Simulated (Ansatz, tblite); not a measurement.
Cost and result up the ladder for Ge₄F₈ (the lowest singlet isomer of a short search) (12 atoms). Total charge 0; singlet. Geometry: PBE-D4/def2-SVP.

```xyz
12

Ge   -1.6956    0.9330    1.7170
Ge    2.0271    0.8712    1.4902
Ge   -1.1593    0.8347   -0.8689
Ge    0.3963   -1.2142   -0.7588
F     0.2341    1.2057    2.2469
F    -2.5761    0.0624   -1.5973
F    -1.3716   -0.8333    1.4574
F     1.4441   -0.9242    0.8802
F     1.8091   -1.3328   -1.7901
F     1.4404    1.5093   -0.0924
F    -0.5695    1.7814   -2.2276
F     0.0211   -2.8932   -0.4565
```

Ansatz on 4 threads of Intel Xeon 6975P-C on a shared host; xTB runs through tblite on one thread. Times are rough, summed over both states, and most runs start from the orbitals of an earlier one. PBE0-D4/def2-SVP serves as the yardstick here, not as an exact answer. The other state is a quintet at its own geometry.

The xTB rows come from tblite. Correlated methods freeze 44 core orbitals; core or outer-core shells of Ge are correlated, in sets that lack core-valence functions. The structure comes from a short search, and lower isomers may exist.

xTB has no spin-polarisation term.

```csv
level,functions,wall time,quintet − singlet (eV),difference from PBE0-D4/def2-SVP (eV)
GFN1-xTB,68,0.034 s,6.17,1.03
GFN2-xTB,68,0.036 s,7.15,2.00
PBE-D4/def2-SVP,240,8.6 s,5.09,-0.05
PBE0-D4/def2-SVP,240,19 s,5.14,0.00
MP2/def2-SVP,240,23 s,5.20,0.06
```
